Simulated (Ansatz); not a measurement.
Basis-set extrapolation for CH5NOSSi (PBE0-D4/def2-TZVP geometry, frozen core, the Gaussian-basis code of Ansatz). Multiplicity 1, RHF reference.

```csv
,def2-TZVPP,def2-QZVPP
HF,-856.639465,-856.667487
MP2 correlation,-0.896598,-0.965833
CCSD(T) correlation,-0.982566,not run
```

Energies in hartree. Use E(X) = E(∞) + A·exp(−7.88·√X) for Hartree–Fock and E(X) = E(∞) + B·X^(−2.97) for correlation, with X = 3 and 4, and add CCSD(T) minus MP2 of the smaller set to the MP2 limit.

What is the CCSD(T) energy at the basis-set limit?

HF limit: -856.667487 + (-0.028022) × 0.13774 = -856.67135. MP2 limit: -0.965833 + (-0.069235) × 0.74074 = -1.01712. Higher-order term: -0.982566 − (-0.896598) = -0.08597. Total: -857.77444 hartree, 4.15 eV below CCSD(T)/def2-TZVPP.
